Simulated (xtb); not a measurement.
HfI4 (SMILES [I][Hf]([I])([I])[I]), singlet, geometry from GFN2-xTB (such geometries of metal compounds can be far from the true shape).

xtb was given this input:
```
$ xtb mol.xyz --gfn 2 --gbsa thf --json

# file mol.xyz
5

Hf    -0.00000000     0.00000000    -0.00000000
I      2.15787916    -0.67548443    -1.60777706
I      0.88007107     0.43252268     2.59539358
I     -1.18880847     2.31130827    -0.97069936
I     -1.84914175    -2.06834653    -0.01691715
```

Question: Predict the HOMO-LUMO gap from xtb with GFN2-xTB with GBSA(thf).

Answer: 3.64 eV

Question: Estimate the partial charges in atom order that GFN2-xTB with GBSA(thf) returns for this input.

Answer: Hf1 1.11, I2 -0.28, I3 -0.28, I4 -0.28, I5 -0.28

Question: What is the computed total energy (GFN2-xTB with GBSA(thf))?

Answer: -17.0570 Eh

Question: Estimate the dipole moment that GFN2-xTB with GBSA(thf) returns for this input.

Answer: 0.00 D
